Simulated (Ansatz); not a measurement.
Ansatz (an electronic-structure program) input (RPA@PBE/cc-pV(T+d)Z):
A basis named .json is the Basis Set Exchange file of that set.

Ansatz 0.2 input:
```yaml
crystal:
  periodic: [false, false, false]
  atoms:
    - {symbol: F, position_ang: [0.05928714, -0.25567065, 1.56967896]}
    - {symbol: C, position_ang: [0.00934453, -0.04029747, 0.24740459]}
    - {symbol: Cl, position_ang: [1.52635449, -0.61849578, -0.47305828]}
    - {symbol: Cl, position_ang: [-1.37463458, -0.93498802, -0.41503778]}
    - {symbol: Cl, position_ang: [-0.18640528, 1.70306149, -0.03022972]}
basis:
  gaussian:
    orbitals: cc-pV_T+d_Z.json
hamiltonian:
  xc: pbe
magnetization: {spin_polarized: false}
correlation: {method: rpa, electrons: outside_noble_gas}
```

End of the output:

```
integrals: 0.21 GiB planned
1095 factors; integrals over basis functions are off by at most 6.2e-4 eV
0.30 GiB of the device are held for the grids
0.96 GiB of device memory are held for the factors and their scratch space
mean field: 1.27 GiB planned
mean field evaluation 1: about -41304.6710 eV, gradient 2.4e1 eV
mean field evaluation 2: about -41304.6663 eV, gradient 2.4e1 eV
mean field evaluation 4: about -41305.4297 eV, gradient 7.2e0 eV
mean field evaluation 8: about -41305.5303 eV, gradient 2.6e-1 eV
mean field evaluation 16: about -41305.5304 eV, gradient 1.6e-6 eV
mean field -41305.53038711 eV, -1517.9502438324 hartree, gradient 2.6e-6 eV, S^2 0.000000; 0 other end points of the search recorded, 0 dependent functions left out
17 core orbitals not correlated
reference -41247.73161215 eV, -1515.8261780299 hartree; 16, 16 occupied and 144, 144 virtual orbitals, 1095 factors
Total energy: -41289.78971526 eV, -1517.3717848112 hartree
```
